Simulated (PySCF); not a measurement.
Species: C₈H₇F₃O.
Geometry (PBE0-D3(BJ)/def2-SVP, Å), atoms numbered from 1 in this order:
```
atom  x, y, z in Å
O1    -1.7345    0.3461   -2.0710
C2    -1.6880    0.0941   -0.8936
C3    -0.4539    0.0065   -0.0969
C4     0.6590    0.9871   -0.4807
C5     1.6481    1.2273    0.6019
C6     2.3163    0.1025    0.8940
C7     1.9108   -1.0400    0.0006
C8     0.7856   -0.4567   -0.8343
C9    -2.9926   -0.1580   -0.1104
F10   -3.0777    0.6810    0.9263
F11   -4.0588   -0.0003   -0.8698
F12   -2.9922   -1.4039    0.3732
H13   -0.5563   -0.2377    0.9635
H14    0.3984    1.7449   -1.2244
H15    1.7700    2.1901    1.1015
H16    3.0570    0.0002    1.6902
H17    1.6040   -1.9346    0.5696
H18    2.7490   -1.3580   -0.6446
H19    0.6193   -0.7850   -1.8631
```

All values: PBE0/pcSseg-1 (PySCF, non-relativistic), on one gas-phase PBE0-D3(BJ)/def2-SVP geometry that isn't relaxed in the solvent. The solvent is an IEF-PCM continuum (Bondi radii, 1.10 Å for H, scaled by 1.2). The model holds no explicit solvent molecules, cavitation or dispersion.

| run | E − E(gas) (kcal/mol) | HOMO (eV) | HOMO–LUMO gap (eV) | dipole (D) |
| --- | --- | --- | --- | --- |
| gas | 0.00 | -7.28 | 5.71 | 3.56 |
| P | -3.58 | -7.08 | 5.52 | 4.18 |
| Q | -4.91 | -7.03 | 5.46 | 4.40 |

Task: The runs were made in acetonitrile and chloroform. Which run belongs to which solvent?

Result: P = chloroform, Q = acetonitrile. The dielectric constants are 4.711 (chloroform), 35.69 (acetonitrile), and the energy falls further as ε rises. In this model the ground state sees the solvent through ε alone.

Task: How constant is the ratio of the lowering to (ε − 1)/(2ε + 1)?

Result: 
```json
{"solvent": "chloroform", "(ε − 1)/(2ε + 1)": "0.356", "E − E(gas) (kcal/mol)": "-3.58", "ratio (kcal/mol)": "-10.1", "polarisation term (kcal/mol)": "-3.90"}
{"solvent": "acetonitrile", "(ε − 1)/(2ε + 1)": "0.479", "E − E(gas) (kcal/mol)": "-4.91", "ratio (kcal/mol)": "-10.2", "polarisation term (kcal/mol)": "-5.52"}
```

The ratio changes by +1.8 % in size from chloroform to acetonitrile. The polarisation term is half the interaction of the solute with the induced surface charges.
